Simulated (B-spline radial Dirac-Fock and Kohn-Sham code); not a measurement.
Z = 82 (lead), transition energy 50 keV. Model: a Dirac-Hartree-Slater potential of the neutral atom with a Latter tail (no hole, which puts coefficients of high multipoles low close above an edge), finite nucleus with surface currents. Program: a B-spline atomic structure program. The K shell is not open to conversion at this energy. Subshells that would emit electrons below 1 keV are left out.

Question: A pure transition shows α(L) = 122, L1/L2 = 0.0211 and L1/L3 = 0.0216. What is its multipolarity?
A. E1
B. E2
C. E4
D. M2
E. M4
F. M3
G. E3
H. M1

Answer: B. For comparison, α(L), L1/L2, L1/L3 are E1 0.460, 1.39, 1.20; E3 6290, 0.0245, 0.0271; E4 154000, 0.0226, 0.0253; M1 10.2, 9.39, 107; M2 440, 12.0, 2.46; M3 20800, 10.5, 0.289; M4 656000, 8.82, 0.0988.

Values without a named source are computed, but for edge energies of neutral atoms, which are taken from tables.
